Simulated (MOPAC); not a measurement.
MOPAC input (PM7):

```
PM7 PRECISE GNORM=0.05 LET XYZ CHARGE=-1 GEO-OK AUX(PRECISION=9) THREADS=1
HBN

B    -0.00000000 1   -0.00000000 1   -0.58802645 1
N     0.00000000 1    0.00000000 1    0.67320420 1
H    -0.00000000 1   -0.00000000 1   -1.77229712 1
```

**Question.** What heat of formation does the run end on?

**Answer.** -21.47 kcal/mol.
